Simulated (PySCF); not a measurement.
PySCF job for CH4BFO2, SMILES COB(O)F, PBE0-D3(BJ)/def2-SVP. Coordinates come from a PBE0-D3(BJ)/def2-SVP optimisation. Other conformers were not sampled.

```python
import numpy as np
from pyscf import gto, scf, dft, df
from pyscf.hessian import thermo

mol = gto.M(
    atom='''
    B    -0.01594032    0.08379484    0.50467627
    F    -0.35015438   -0.30898063    1.73676856
    O     0.59693550    1.28084174    0.31735333
    H     0.73445821    1.75218240    1.14430137
    O    -0.30963046   -0.74366642   -0.51289882
    C    -0.00370735   -0.43338171   -1.84811569
    H     0.67980763   -1.19527206   -2.25435787
    H    -0.92755956   -0.44836804   -2.44695485
    H     0.46818848    0.55619688   -1.94422901
    ''',
    basis='def2-SVP',
    charge=0,
    spin=0,
    max_memory=1600,
    verbose=3,
)
mf = dft.RKS(mol, xc='pbe0').density_fit(auxbasis='def2-universal-jkfit')
mf.disp = 'd3bj'
mf.grids.level = 3
mf.conv_tol = 1e-11
mf.max_cycle = 100
mf.kernel()

# [left out here: the lines that compute and print the analytic Hessian (its translational invariance restored by hand, since the grid's response is missing), thermochemistry and intensities]
```

Output:

```
converged SCF energy = -315.242901749869

WARN: DFTD3 does not support analytical Hessian, using finite difference


WARN: Mole.unit (angstrom) is changed to Bohr

Mode                                 0                   1                   2
Irrep
Freq [cm^-1]                       -2.1531            151.4358            248.6036
Reduced mass [au]                   1.0640              4.2098              3.6227
Force const [Dyne/A]               -0.0000              0.0569              0.1319
Char temp [K]                      -3.0978            217.8824            357.6852
Normal mode                   x     y     z       x     y     z       x     y     z
       0   B                 0.00 -0.00  0.00    0.04 -0.02  0.00   -0.03 -0.05  0.00
       1   F                -0.01  0.00 -0.00   -0.08  0.04 -0.01    0.01  0.04  0.04
       2   O                 0.04 -0.02  0.00    0.04 -0.02  0.00   -0.02 -0.07 -0.11
       3   H                 0.03 -0.01  0.00   -0.08  0.04 -0.01    0.02 -0.00 -0.16
       4   O                -0.03  0.01 -0.00    0.15 -0.07  0.02   -0.03 -0.07  0.01
       5   C                -0.01  0.01 -0.00   -0.10  0.05 -0.01    0.06  0.13  0.06
       6   H                 0.44  0.31  0.16   -0.12  0.13 -0.19    0.10  0.20  0.00
       7   H                 0.07 -0.54 -0.10   -0.21  0.03  0.15    0.10  0.21 -0.00
       8   H                -0.50  0.23 -0.06   -0.19  0.09 -0.02    0.05  0.15  0.25
Mode                                 3                   4                   5
Irrep
Freq [cm^-1]                      441.5717            500.1298            511.9708
Reduced mass [au]                   5.7160              1.1077              5.7121
Force const [Dyne/A]                0.6567              0.1632              0.8821
Char temp [K]                     635.3234            719.5755            736.6120
Normal mode                   x     y     z       x     y     z       x     y     z
       0   B                -0.03 -0.06 -0.03    0.03 -0.02  0.00    0.02  0.02 -0.08
       1   F                 0.05  0.12  0.05    0.01 -0.00  0.00    0.02  0.02 -0.12
       2   O                -0.03 -0.05  0.10    0.05 -0.03  0.01    0.02  0.06  0.06
       3   H                -0.12 -0.20  0.21   -0.84  0.42 -0.10   -0.08 -0.12  0.19
       4   O                -0.01 -0.04 -0.08   -0.04  0.02 -0.00   -0.06 -0.10  0.04
       5   C                 0.01 -0.00 -0.09   -0.00 -0.00  0.00   -0.01  0.00  0.09
       6   H                 0.02  0.01 -0.09   -0.01 -0.02  0.02    0.03  0.06  0.04
       7   H                 0.02  0.01 -0.10    0.01  0.02 -0.02    0.03  0.07  0.04
       8   H                 0.01  0.00 -0.05    0.03 -0.01  0.00   -0.02  0.02  0.22
Mode                                 6                   7                   8
Irrep
Freq [cm^-1]                      681.2979            838.9896            996.7535
Reduced mass [au]                  10.6642              6.0638              1.4073
Force const [Dyne/A]                2.9164              2.5148              0.8238
Char temp [K]                     980.2360           1207.1192           1434.1063
Normal mode                   x     y     z       x     y     z       x     y     z
       0   B                -0.24  0.12 -0.03   -0.01 -0.02 -0.01    0.00 -0.00 -0.04
       1   F                 0.05 -0.02  0.01    0.03  0.04 -0.09   -0.02 -0.03  0.06
       2   O                 0.06 -0.03  0.01   -0.06 -0.13  0.00    0.04  0.05 -0.09
       3   H                -0.07  0.04 -0.01   -0.10 -0.18  0.04   -0.36 -0.63  0.40
       4   O                 0.05 -0.03  0.01    0.05  0.12  0.02    0.01  0.02  0.00
       5   C                 0.00 -0.00  0.00   -0.01  0.00  0.09    0.00  0.01  0.02
       6   H                 0.00  0.01 -0.02   -0.06 -0.07  0.14   -0.02 -0.03  0.05
       7   H                -0.01 -0.01  0.02   -0.04 -0.08  0.15   -0.02 -0.03  0.05
       8   H                -0.01  0.00  0.00    0.00 -0.02 -0.08    0.00 -0.00 -0.04
Mode                                 9                  10                  11
Irrep
Freq [cm^-1]                     1161.7465           1191.1103           1213.3322
Reduced mass [au]                   3.8318              1.2849              1.5942
Force const [Dyne/A]                3.0470              1.0740              1.3828
Char temp [K]                    1671.4946           1713.7426           1745.7149
Normal mode                   x     y     z       x     y     z       x     y     z
       0   B                 0.01  0.03  0.05    0.01 -0.00 -0.00   -0.02 -0.05 -0.05
       1   F                 0.01  0.00 -0.04   -0.00  0.00 -0.00   -0.00 -0.00  0.02
       2   O                -0.01 -0.03 -0.01   -0.00  0.00  0.00    0.02  0.04  0.01
       3   H                -0.06 -0.11  0.05    0.01  0.00 -0.00    0.08  0.15 -0.06
       4   O                -0.04 -0.04  0.14    0.05 -0.02  0.00   -0.01 -0.04 -0.07
       5   C                 0.05  0.08 -0.13   -0.11  0.06 -0.01    0.04  0.09  0.08
       6   H                -0.07 -0.09 -0.00    0.05 -0.10  0.58   -0.24 -0.23  0.23
       7   H                -0.03 -0.11  0.02    0.22 -0.05 -0.52   -0.09 -0.31  0.29
       8   H                 0.07  0.05 -0.39    0.27 -0.12  0.01    0.06  0.03 -0.46
Mode                                12                  13                  14
Irrep
Freq [cm^-1]                     1442.0138           1452.5797           1477.9546
Reduced mass [au]                   1.5204              6.0509              1.0397
Force const [Dyne/A]                1.8627              7.5223              1.3381
Char temp [K]                    2074.7368           2089.9388           2126.4477
Normal mode                   x     y     z       x     y     z       x     y     z
       0   B                 0.05  0.11  0.02    0.08  0.12 -0.20    0.00  0.00 -0.00
       1   F                -0.00 -0.01  0.01   -0.02 -0.02  0.07   -0.00 -0.00  0.00
       2   O                -0.02 -0.04  0.00   -0.03 -0.06  0.03   -0.00 -0.00  0.00
       3   H                -0.03 -0.05  0.01    0.04  0.07 -0.07   -0.00  0.00 -0.00
       4   O                -0.01 -0.03 -0.03   -0.00  0.00  0.04   -0.01  0.01 -0.00
       5   C                -0.02 -0.01  0.10    0.01  0.00 -0.03   -0.04  0.02 -0.00
       6   H                -0.03  0.20 -0.36    0.10 -0.01  0.17    0.22  0.35 -0.23
       7   H                 0.25  0.09 -0.33   -0.10  0.09  0.14   -0.14 -0.44  0.20
       8   H                 0.02 -0.07 -0.51   -0.00  0.01  0.04    0.63 -0.29  0.10
Mode                                15                  16                  17
Irrep
Freq [cm^-1]                     1480.9772           1573.9439           3050.5294
Reduced mass [au]                   1.0796              3.5008              1.0321
Force const [Dyne/A]                1.3951              5.1097              5.6589
Char temp [K]                    2130.7964           2264.5548           4389.0326
Normal mode                   x     y     z       x     y     z       x     y     z
       0   B                 0.02  0.04 -0.02   -0.06 -0.16 -0.14    0.00  0.00  0.00
       1   F                -0.00 -0.01  0.01   -0.00  0.00  0.02    0.00 -0.00 -0.00
       2   O                -0.01 -0.02  0.00    0.02  0.04  0.01   -0.00 -0.00  0.00
       3   H                -0.01 -0.01 -0.00    0.07  0.12 -0.05   -0.00 -0.00 -0.00
       4   O                 0.00  0.01  0.01    0.02  0.05  0.10    0.00 -0.00 -0.00
       5   C                 0.02  0.04  0.00   -0.01 -0.01  0.02    0.01  0.01 -0.04
       6   H                -0.48 -0.26 -0.30   -0.03  0.12 -0.26   -0.36  0.41  0.21
       7   H                 0.18 -0.50 -0.25    0.16  0.04 -0.24    0.48  0.01  0.30
       8   H                -0.06  0.10  0.42    0.00 -0.04 -0.18   -0.24 -0.50  0.04
Mode                                18                  19                  20
Irrep
Freq [cm^-1]                     3144.1577           3157.7121           3932.1662
Reduced mass [au]                   1.1073              1.1078              1.0660
Force const [Dyne/A]                6.4494              6.5082              9.7113
Char temp [K]                    4523.7430           4543.2447           5657.5117
Normal mode                   x     y     z       x     y     z       x     y     z
       0   B                 0.00 -0.00  0.00    0.00  0.00 -0.00    0.00  0.00 -0.00
       1   F                 0.00 -0.00  0.00   -0.00 -0.00  0.00    0.00  0.00 -0.00
       2   O                -0.00  0.00 -0.00   -0.00 -0.00  0.00   -0.01 -0.03 -0.05
       3   H                 0.00 -0.00  0.00   -0.00 -0.00  0.00    0.15  0.49  0.82
       4   O                -0.00  0.00 -0.00   -0.00 -0.00  0.00    0.00  0.00  0.00
       5   C                 0.08 -0.04  0.01    0.04  0.08  0.02    0.00  0.00 -0.00
       6   H                -0.42  0.48  0.24    0.22 -0.23 -0.12   -0.00  0.00  0.00
       7   H                -0.55 -0.02 -0.35   -0.34  0.01 -0.21    0.00 -0.00  0.00
       8   H                 0.03  0.03 -0.00   -0.33 -0.71  0.06   -0.00 -0.00  0.00
temperature 298.1500 [K]
pressure 101325.00 [Pa]
Rotational constants [GHz] 9.67380 3.95642 2.85889
Symmetry number 1
Zero-point energy (ZPE) 0.06527 [Eh]   171358.932 [J/mol]
                           tot       elec      trans        rot        vib
Entropy [J/mol/K]       300.238      0.000    163.057    106.643     30.538
Cv [J/mol/K]             68.419      0.000     12.472     12.472     43.476
Cp [J/mol/K]             76.734      0.000     20.786     12.472     43.476
Internal energy [J/mol]                      3718.434   3718.434 176989.751
Internal energy [Eh]   -315.17266  -315.24290
Enthalpy [J/mol]                             6197.391   3718.434 176989.751
Enthalpy [Eh]          -315.17171
Gibbs free energy [J/mol]                  -42418.126 -28077.226 167884.915
Gibbs free energy [Eh] -315.20581
mode   freq/cm-1   IR/(km/mol)
   1       -2.15         0.019
   2      151.44         9.338
   3      248.60         5.623
   4      441.57        24.386
   5      500.13       103.929
   6      511.97         1.707
   7      681.30        86.439
   8      838.99        20.637
   9      996.75       122.855
  10     1161.75        27.675
  11     1191.11         0.120
  12     1213.33         3.528
  13     1442.01       163.360
  14     1452.58       447.829
  15     1477.95         4.388
  16     1480.98         6.821
  17     1573.94       453.440
  18     3050.53        47.012
  19     3144.16        23.447
  20     3157.71        13.747
  21     3932.17       114.664
max |gradient| / (hartree/bohr): 0.0001324465507871684
APT charges: [ 1.5448e+00 -6.1680e-01 -7.7960e-01  3.3170e-01 -9.3000e-01  5.0060e-01
 -2.5900e-02 -2.4900e-02 -1.0000e-04]
```

Self-consistency was reached.
